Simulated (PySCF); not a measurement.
Identify the unknown among the candidates.

All candidates are C5H8OSi2.

- 13C NMR: chemical shifts (computed TMS as zero) by class: 120.8 (2 C), 94.7 (1 C), 65.1 (1 C), 5.5 (1 C) ppm [GIAO PBE0/pcSseg-1]
- Dipole: 1.50 D [PBE0/pcSseg-1]
- NMR, other nuclei: isotropic shieldings of nuclei other than C and H, by class: 322 (1 O), 383 (1 Si), 393 (1 Si) ppm [GIAO PBE0/pcSseg-1]
- 1H NMR: chemical shifts (computed TMS as zero) by class: 7.32 (2 H), 5.07 (2 H), 5.04 (3 H), 0.85 (1 H) ppm [GIAO PBE0/pcSseg-1]
- Rotational structure: rotational constants A, B, C: 3.281, 0.825, 0.701 GHz [GFN2-xTB]

Gas-phase values; electronic properties from PySCF, density fitting. Levels stand in brackets. The structure is a single GFN2-xTB conformer in the gas phase; no vibrational or solvent corrections. GFN2-xTB frequencies show an imaginary mode (27i cm⁻¹), so this geometry is no minimum at that level. NMR values are class means; diastereotopic atoms form classes of their own.

Question: Which candidate is it?
A. `C#C[C@@H]1C(=O)[SiH2][C@@H]1[SiH3]`
B. `C#C[Si@@H](C#C[SiH3])OC`
C. `C#CC1([SiH2]O[SiH3])C=C1`
D. `C#C[Si@@H]1C=C(C)[SiH2]O1`

Answer: C. It is `C#CC1([SiH2]O[SiH3])C=C1`. Numbering: `[CH:1]#[C:2][C:3]1([SiH2:4][O:5][SiH3:6])[CH:7]=[CH:8]1`. Its formula, C5H8OSi2, gives 4 degrees of unsaturation: 1 ring and 3 π bonds in the structure found. 5 carbons fall into 4 classes; from least to most shielded: alkene CH carbon [C7/C8] (120.8 ppm, 2 C), alkyne carbon [C2] (94.7 ppm), terminal alkyne carbon [C1] (65.1 ppm), ring sp3 carbon bound to silicon [C3] (5.5 ppm). Hydrogen classes from least to most shielded: 2 H on 2 alkene CH carbons, C7/C8 (7.32 ppm), 2 H on an oxygen-bound silicon, Si4 (5.07 ppm), 3 H on an oxygen-bound silicon, Si6 (5.04 ppm), 1 H on a terminal alkyne carbon, C1 (0.85 ppm). The other shieldings belong to: 322 ppm, siloxane oxygen [O5]; 383 ppm, oxygen-bound silicon [Si4]; 393 ppm, oxygen-bound silicon [Si6]. The optimised geometry has point group C1 and is an asymmetric top.

The others, at the same levels:
- `C#C[C@@H]1C(=O)[SiH2][C@@H]1[SiH3]` fails: it has 5 carbon classes against 4; its computed 13C shifts are 232.9 (1 C), 87.1 (1 C), 82.9 (1 C), 60.7 (1 C), 1.6 (1 C) ppm, 1H shifts are 5.35 (1 H), 5.32 (1 H), 4.24 (3 H), 4.07 (1 H), 2.20 (1 H), 1.33 (1 H) ppm and rotational constant A is 1.873 GHz (against 3.281 GHz).
- `C#C[Si@@H](C#C[SiH3])OC` fails: it has 5 carbon classes against 4; its computed 13C shifts are 118.6 (1 C), 110.5 (1 C), 101.4 (1 C), 87.8 (1 C), 52.1 (1 C) ppm, 1H shifts are 4.83 (1 H), 4.25 (3 H), 3.90 (3 H), 1.93 (1 H) ppm and rotational constant A is 1.960 GHz (against 3.281 GHz).
- `C#C[Si@@H]1C=C(C)[SiH2]O1` fails: it has 5 carbon classes against 4; its computed 13C shifts are 173.6 (1 C), 147.7 (1 C), 102.2 (1 C), 89.7 (1 C), 25.5 (1 C) ppm, 1H shifts are 6.83 (1 H), 5.38 (1 H), 5.29 (1 H), 5.22 (1 H), 2.23 (3 H), 1.98 (1 H) ppm and rotational constant A is 2.591 GHz (against 3.281 GHz).

Each candidate is one conformer, not necessarily the lowest. Dipoles, sizes and rotational constants follow the conformer. The torsions of the flexible species, by atom-mapped SMILES:
- `[CH:1]#[C:2][C:3]1([SiH2:4][O:5][SiH3:6])[CH:7]=[CH:8]1`: C2–C3–Si4–O5 178°, C3–Si4–O5–Si6 -42°
- `[CH:1]#[C:2][Si@@H:3]([C:4]#[C:5][SiH3:6])[O:7][CH3:8]`: C2–Si3–O7–C8 -61°
